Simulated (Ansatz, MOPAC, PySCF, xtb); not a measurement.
Dissociation curve of BH (anion, charge -1), lowest doublet found (which spin is the ground state isn't settled by this scan).

Levels of theory: UKS-B3LYP/6-31G* = unrestricted B3LYP/6-31G*, spherical d run with PySCF 2.14.0; PM3, unrestricted, heats of formation (MOPAC); GFN1-xTB (xtb); FCI = full CI/aug-cc-pVTZ, frozen core (Ansatz, a quantum-chemistry and plane-wave program).

Energies relative to the lowest point of each curve between 1.01 and 1.54 Å, where full CI is lowest, in kJ/mol; the last columns give the difference from FCI:

| R / Å | UKS-B3LYP/6-31G* | PM3 | GFN1-xTB | FCI | UKS-B3LYP/6-31G* − FCI | PM3 − FCI | GFN1-xTB − FCI |
|---|---|---|---|---|---|---|---|
| 0.82 | 399.8 | 243.5 | 348.8 | 360.1 | 39.7 | -116.6 | -11.3 |
| 0.90 | 230.5 | 133.0 | 178.5 | 199.4 | 31.1 | -66.5 | -20.9 |
| 0.95 | 158.2 | 85.6 | 111.7 | 131.8 | 26.4 | -46.2 | -20.1 |
| 1.01 | 96.0 | 46.1 | 58.7 | 74.8 | 21.2 | -28.7 | -16.1 |
| 1.04 | 72.8 | 32.1 | 40.5 | 54.1 | 18.8 | -22.0 | -13.6 |
| 1.10 | 38.8 | 13.2 | 16.3 | 24.9 | 14.0 | -11.7 | -8.6 |
| 1.13 | 26.8 | 7.4 | 8.9 | 15.2 | 11.6 | -7.8 | -6.3 |
| 1.16 | 17.5 | 3.5 | 4.0 | 8.2 | 9.3 | -4.8 | -4.2 |
| 1.20 | 8.6 | 0.7 | 0.6 | 2.5 | 6.2 | -1.8 | -1.9 |
| 1.24 | 3.1 | 0.0 | 0.0 | 0.0 | 3.1 | 0.0 | 0.0 |
| 1.29 | 0.0 | 1.4 | 2.5 | 0.6 | -0.6 | 0.8 | 1.9 |
| 1.37 | 1.4 | 7.3 | 11.7 | 7.6 | -6.2 | -0.3 | 4.2 |
| 1.45 | 8.1 | 16.6 | 25.3 | 19.4 | -11.3 | -2.8 | 5.9 |
| 1.54 | 19.4 | 30.9 | 43.0 | 35.9 | -16.5 | -5.0 | 7.1 |
| 1.69 | 42.3 | 64.0 | 74.2 | 65.8 | -23.5 | -1.8 | 8.4 |
| 1.84 | 66.5 | 104.7 | 105.7 | 94.7 | -28.2 | 9.9 | 10.9 |
| 2.02 | 94.4 | 152.6 | 142.4 | 125.5 | -31.2 | 27.0 | 16.9 |
| 2.25 | 126.0 | 203.3 | 185.6 | 157.9 | -32.0 | 45.3 | 27.7 |
| 2.52 | 156.4 | 250.1 | 228.2 | 187.4 | -31.1 | 62.7 | 40.8 |
| 2.85 | 183.4 | 292.0 | 266.3 | 214.0 | -30.6 | 78.0 | 52.3 |
| 3.30 | 206.2 | 325.7 | 296.0 | 238.6 | -32.4 | 87.1 | 57.4 |
| 3.90 | 223.8 | 345.6 | — | 258.5 | -34.7 | 87.1 | — |

UKS-B3LYP/6-31G* is furthest from FCI at 0.82 (39.7 kJ/mol, above); its mean absolute difference over the points is 20.9 kJ/mol.

PM3 is furthest from FCI at 0.82 (-116.6 kJ/mol, below); its mean absolute difference over the points is 32.4 kJ/mol.

GFN1-xTB is furthest from FCI at 3.30 (57.4 kJ/mol, above); its mean absolute difference over the points is 16.0 kJ/mol.

A dash means that the run gave no value there, or that the column was ended at a point which the program doubted or which failed a test of continuity chosen for this set; such a test can also cut sound points.

The unrestricted determinant behind UKS-B3LYP/6-31G* is spin-contaminated at 0.82 to 1.04, 2.85 to 3.90 Å (<S²> up to 1.1, against 0.75 for a pure doublet). Where the anion isn't bound against loss of the electron, the finite basis alone holds it.
